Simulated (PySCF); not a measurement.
# Computed properties of Cd(Et) (C₂H₅Cd), SMILES [CH2](C)[Cd+], charge +1

Cd(Et) (C2H5Cd), SMILES [CH2](C)[Cd+], charge +1. The structure is a stationary point at PBE0-D3(BJ)/def2-TZVP. The spin state was assumed, not searched. The isomer is the one that the SMILES or the coordinates give; other isomers of the formula were not compared. The def2 effective core potentials stand for the cores of Cd; spin–orbit coupling is left out. One conformer was computed; it need not be the lowest. All values are computed for the isolated molecule unless a solvent is named; none is compared with measurement here.

**Structure.** The optimised structure has Cs symmetry. All 18 harmonic modes at PBE0-D3(BJ)/def2-TZVP (PySCF) are real, so it is a minimum. With heavy atoms numbered as in [Cd+:1][CH2:2][CH3:3], the shortest bond between them is C2–C3 at 1.488 Å and the longest Cd1–C2 at 2.229 Å.

**Vibrations.** The strongest infrared lines (harmonic, unscaled, degenerate partners summed) lie at 1135 cm⁻¹ (232 km/mol, H 73 %, C 27 %), 1058 cm⁻¹ (130 km/mol, C 67 %, H 33 %), 918 cm⁻¹ (79 km/mol, H 78 %, C 22 %). The softest mode is at 201 cm⁻¹ and the zero-point energy is 40.2 kcal/mol.

**Electronic structure.** HF/def2-TZVPD (PySCF) places the frontier levels at -14.33 and -5.51 eV, a gap of 8.82 eV and a mean polarisability of 63.2 bohr³.

**Excitations.** TDA-M06-2X/def2-SVPD (PySCF) has S1 at 4.65 eV (267 nm, f = 0.829, bright); the most intense of the 10 singlets computed lies at 4.65 eV (f = 0.83). T1 (TDA) is at 1.86 eV, 2.79 eV under S1. No vertical singlet excitation falls in the visible range (under 3.1 eV).
